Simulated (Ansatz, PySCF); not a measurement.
This PySCF input computes a SVWN5/def2-TZVPD energy:

```python
from pyscf import gto, scf, dft

mol = gto.M(
    atom='''
    B     0.06491544   -0.21498043    0.25707852
    F     1.22275782   -0.93661742    0.43030786
    F    -0.78669751   -0.50748319    1.29658072
    S    -0.26557000    0.87948797   -1.05171187
    ''',
    basis='def2-tzvpd',
    charge=-1,
    spin=0,
    verbose=4,
)

mf = dft.RKS(mol, xc='svwn').density_fit(auxbasis='def2-universal-jkfit')
mf.grids.level = 3
mf.conv_tol = 1e-9
mf.max_cycle = 100
mf.max_memory = 1500
mf.kernel()
if not mf.converged:
    mf = mf.newton()
    mf.kernel(mf.make_rdm1())
mf.analyze()
```

Problem. Write an input for the same energy in Ansatz (a first-principles code) and say what it gives.

Solution. 
Ansatz 0.2 input:
```yaml
crystal:
  periodic: [false, false, false]
  atoms:
    - {symbol: B, position_ang: [0.06491544, -0.21498043, 0.25707852]}
    - {symbol: F, position_ang: [1.22275782, -0.93661742, 0.43030786]}
    - {symbol: F, position_ang: [-0.78669751, -0.50748319, 1.29658072]}
    - {symbol: S, position_ang: [-0.26557000, 0.87948797, -1.05171187]}
basis:
  gaussian:
    orbitals: def2-TZVPD
hamiltonian:
  xc: {name: SVWN5}
total_charge: -1
output: {forces: true}
```
It gives -620.16982 Eh, and PySCF -620.16984 Eh, a difference of 0.02 mEh, from the treatment of integrals and grids.

It need not be the lowest isomer of its formula. Whether it binds its extra electron was not tested at this geometry.
